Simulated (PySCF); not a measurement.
SMILES c1cc[nH+]cc1 (C5H6N (cation, charge +1)) (GFN2-xTB optimised geometry):

```
12

C     -0.690    -1.213     0.000
C     -1.373    -0.001     0.000
C     -0.652     1.176     0.000
N      0.685     1.140     0.000
C      1.372    -0.006     0.000
C      0.701    -1.213     0.000
H     -1.235    -2.145     0.000
H     -2.451     0.030     0.000
H     -1.131     2.145     0.000
H      1.199     2.020     0.000
H      2.451     0.052     0.000
H      1.257    -2.137     0.000
```

Calculation: PBE/def2-TZVP run with PySCF 2.14.0.

Problem. What are the frontier orbital energies?

Solution. HOMO-2 -14.38 eV, HOMO-1 -13.20 eV, HOMO -12.43 eV, LUMO -7.90 eV, LUMO+1 -7.03 eV.

Meta-Löwdin charges at PBE/def2-TZVP: C1 -0.02, C2 -0.09, C3 0.02, N4 -0.03, C5 0.02, C6 -0.09, H7 0.17, H8 0.18, H9 0.18, H10 0.30, H11 0.18, H12 0.18.
